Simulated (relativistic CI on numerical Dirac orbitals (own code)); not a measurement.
## Inner-shell lines of Bi L

Method of calculation: Dirac-Coulomb-Breit CI, KLI orbitals optimised for each configuration, model QED (radiative potential, 1s self-energy scaled to tabulated hydrogen-like ionisation energies), unscaled Slater integrals (own radial code, finite nucleus).

Configurations in the expansion (outside the closed core 1s2 2s2 3s2 3p6 3d10): 2p6.4s2.4p4, 2p5.4s2.4p4.4d, 2p5.4s2.4p4.5s, 2p5.4s2.4p4.5d, 2p6.4s.4p5, 2p5.4s.4p5.4d, 2p5.4s.4p5.5d. Levels of other configurations are missing.

The table holds the strongest lines. The upper levels have an inner-shell vacancy. Auger decay, open to those above the ionisation limit, is not computed, and radiative decays to configurations outside the model are missing too. Absolute energies can be off by a few tenths of a per cent, so close lines can change order. LS names give the leading component, which can be well under half, for lower levels too. Brackets number the levels in order of energy.

```
 E (eV)                       Upper                 Lower   A (s⁻¹)  gA (s⁻¹)
13454.2   2p5.4s2.4p4.4d 3D°_3 [36]  2p6.4s2.4p4 3P_2 [1]  7.96e+14  5.57e+15
13456.0    2p5.4s.4p5.4d 3D_2 [149]  2p6.4s.4p5 1P°_1 [6]  4.05e+14  2.02e+15
13457.8    2p5.4s.4p5.4d 3D_3 [139]  2p6.4s.4p5 3P°_2 [5]  6.88e+14  4.82e+15
13458.7   2p5.4s2.4p4.4d 3D°_2 [89]  2p6.4s2.4p4 3P_1 [3]  8.59e+14  4.29e+15
13459.9   2p5.4s2.4p4.4d 1F°_3 [94]  2p6.4s2.4p4 1D_2 [4]  8.86e+14  6.20e+15
13461.0   2p5.4s2.4p4.4d 3P°_2 [40]  2p6.4s2.4p4 3P_2 [1]  3.55e+14  1.78e+15
13463.2    2p5.4s.4p5.4d 3D_2 [156]  2p6.4s.4p5 1P°_1 [6]  4.75e+14  2.38e+15
13464.0   2p5.4s2.4p4.4d 3S°_1 [93]  2p6.4s2.4p4 3P_1 [3]  7.06e+14  2.12e+15
13464.1   2p5.4s2.4p4.4d 1D°_2 [96]  2p6.4s2.4p4 1D_2 [4]  7.25e+14  3.62e+15
13464.6    2p5.4s.4p5.4d 3P_2 [143]  2p6.4s.4p5 3P°_2 [5]  7.46e+14  3.73e+15
14469.3    2p5.4s.4p5.5d 1D_2 [369]  2p6.4s.4p5 1P°_1 [6]  3.72e+14  1.86e+15
14472.3  2p5.4s2.4p4.5d 1F°_3 [312]  2p6.4s2.4p4 1D_2 [4]  2.78e+14  1.94e+15
15712.0  2p5.4s2.4p4.4d 3P°_2 [413]  2p6.4s2.4p4 3P_2 [1]  5.64e+14  2.82e+15
15714.6  2p5.4s2.4p4.4d 3D°_1 [417]  2p6.4s2.4p4 1S_0 [2]  5.92e+14  1.77e+15
15715.1    2p5.4s.4p5.4d 3P_2 [466]  2p6.4s.4p5 3P°_2 [5]  5.85e+14  2.92e+15
15715.2    2p5.4s.4p5.4d 3F_2 [473]  2p6.4s.4p5 1P°_1 [6]  5.96e+14  2.98e+15
15715.3  2p5.4s2.4p4.4d 3D°_3 [415]  2p6.4s2.4p4 3P_2 [1]  6.26e+14  4.38e+15
15716.8    2p5.4s.4p5.4d 3D_3 [467]  2p6.4s.4p5 3P°_2 [5]  6.18e+14  4.33e+15
15716.9  2p5.4s2.4p4.4d 1F°_3 [437]  2p6.4s2.4p4 1D_2 [4]  6.35e+14  4.45e+15
15719.5  2p5.4s2.4p4.4d 3D°_2 [436]  2p6.4s2.4p4 3P_1 [3]  3.99e+14  2.00e+15
```
